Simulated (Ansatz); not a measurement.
Job for Ansatz (a first-principles code): U-BHLYP/def2-TZVPPD on H (SMILES [H]). The basis file is the Basis Set Exchange's JSON of that set.

Ansatz 0.2 input:
```yaml
crystal:
  periodic: [false, false, false]
  atoms:
    - {symbol: H, position_ang: [0.00000000, 0.00000000, 0.00000000]}
basis:
  gaussian:
    orbitals: def2-TZVPPD.json
hamiltonian:
  xc: {name: BHLYP}
magnetization: {spin_polarized: true, initial_magnetization: 1}
```

Program output:

```
WARN ansatz: RAYON_NUM_THREADS=1 ignored (pool sized by the plan → 1); use --threads N
Functional definition: BHLYP
integrals: 0.00 GiB planned
59 factors; their error is unknown
mean field: 0.04 GiB planned
mean field evaluation 1: about -13.5550 eV, gradient 8.5e-1 eV
mean field evaluation 2: about -13.5657 eV, gradient 1.6e-1 eV
mean field evaluation 4: about -13.5660 eV, gradient 5.1e-3 eV
mean field evaluation 8: about -13.5660 eV, gradient 3.5e-7 eV
mean field -13.56601126 eV, -0.4985417183 hartree, gradient 3.5e-7 eV, S^2 0.750000; 0 other end points of the search recorded, 0 dependent functions left out
reference -13.56608921 eV, -0.4985445829 hartree; 1, 0 occupied and 16, 17 virtual orbitals, 59 factors
Total energy: -13.56608921 eV, -0.4985445829 hartree
```

Self-consistency was reached.

Cost: roughly 0.15 core-seconds.
